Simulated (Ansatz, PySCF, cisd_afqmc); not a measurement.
Species: CH3N, charge 0, singlet. CH3N (SMILES N=C).
B3LYP-D3(BJ)/def2-TZVP minimum from Ansatz (a first-principles code):
```xyz
5

C     -0.5561     0.1803     0.0310
N      0.6007    -0.3213    -0.0448
H     -1.4210    -0.4825    -0.0049
H     -0.7700     1.2493     0.1322
H      1.3223     0.4006     0.0002
```

Atomisation energy term by term, kcal/mol (programs: Ansatz, cisd_afqmc). Radicals and triplets start from unrestricted determinants; spin-orbit coupling is neglected. Correlated methods leave the cores frozen. Rows without X2C or -DK are non-relativistic. AFQMC/CISD: phaseless, guided by CISD from CCSD amplitudes; bars are statistical, one sigma. Outlying blocks are dropped, and bars are widened where a walk drifts. Over all cases where full CI ran beside it in this data, AFQMC minus full CI had a median of +0.1 mEh and passed +0.4 mEh in a tenth of the cases. CBS(X,Y): correlation extrapolated as X^-3, Hartree-Fock from the larger set (Q,5: extrapolated as (X+1)exp(-9√X)). A bracket is a step between two methods taken in the basis named. 'core' is core correlation in cc-pwCVTZ, 'X2C' scalar relativity in cc-pVTZ-DK, both at CCSD(T). For partners of very few electrons the exact lower level stands in for a higher one.

| term | basis | kcal/mol |
|---|---|---|
| Hartree-Fock | CBS(cc-pVQZ,cc-pV5Z) | 300.33 |
| CCSD correlation | CBS(cc-pVQZ,cc-pV5Z) | 128.82 |
| (T) | CBS(cc-pVQZ,cc-pV5Z) | 8.50 |
| CCSDT(Q) - CCSD(T) | cc-pVTZ | 0.20 |
| CCSDTQ - CCSDT(Q) | cc-pVDZ | -0.07 |
| core correlation | cc-pwCVTZ | 1.64 |
| scalar relativity | X2C, cc-pVTZ-DK | -0.35 |
| minus zero-point energy | Hessian by PySCF at B3LYP-D3(BJ)/def2-TZVP | -24.97 |
| sum: D0 |  | 414.1 |

The step beyond CCSD(T) by other levels: CCSDTQ in cc-pVDZ 0.47; AFQMC/CISD in cc-pVDZ 0.41 ± 0.23; CCSDT(Q) in cc-pVDZ 0.53 kcal/mol.
